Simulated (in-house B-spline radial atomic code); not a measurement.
Configurations of the osmium ion Os⁵⁺, with energies counted from [Xe] 4f14 5d3. All numbers are computed (Dirac-Hartree-Fock, average of configuration; Fermi nucleus of rms radius 5.4126 fm) with a radial B-spline atomic code at the basis-set limit, not measured. Energies include first-order Breit, QED and recoil terms.

Occupations are held fixed; configurations that lie above the ionisation limit could autoionise.

| configuration | E - E(ref) (eV) | highest orbital | its <r> (bohr) |
| --- | --- | --- | --- |
| [Xe] 4f14 5d2 6s1 | 11.634 | 6s1/2 | 2.239 |
| [Xe] 4f14 5d2 8s1 | 48.894 | 8s1/2 | 6.302 |
| [Xe] 4f14 5d2 7g1 | 58.414 | 7g7/2 | 10.45 |
| [Xe] 4f14 5d2 9f1 | 60.637 | 9f7/2 | 14.6 |
| [Kr] 4d10 4f14 5s2 5p5 5d3 5f1 | 88.648 | 5f7/2 | 2.689 |
| [Xe] 4f13 5d3 7s1 | 95.043 | 7s1/2 | 3.997 |
| [Xe] 4f13 5d3 8s1 | 106.49 | 8s1/2 | 6.254 |
| [Xe] 4f13 5d3 8g1 | 118.52 | 8g7/2 | 14.15 |

Task: Order these further configurations by energy, lowest first.
A. [Kr] 4d10 4f14 5s2 5p5 5d3 9f1
B. [Xe] 4f14 5d2 7p1
C. [Xe] 4f14 5d2 5f1
D. [Kr] 4d10 4f14 5s2 5p5 5d3 7f1
E. [Xe] 4f14 5d2 8g1

Result: C (36.315 eV), B (41.986 eV), E (60.777 eV), D (107.02 eV), A (113.3 eV).

Task: How far above the reference does [Xe] 4f13 5d3 6s1 lie?

Result: 68.427 eV; its least bound orbital is 6s1/2 with <r> = 2.205 bohr.

Task: How far above the reference does [Kr] 4d10 4f14 5s2 5p5 5d3 7s1 lie?

Result: 90.175 eV; its least bound orbital is 7s1/2 with <r> = 4.019 bohr.

Task: How far above the reference does [Kr] 4d10 4f14 5s2 5p5 5d3 6f1 lie?

Result: 100.6 eV; its least bound orbital is 6f7/2 with <r> = 4.935 bohr.
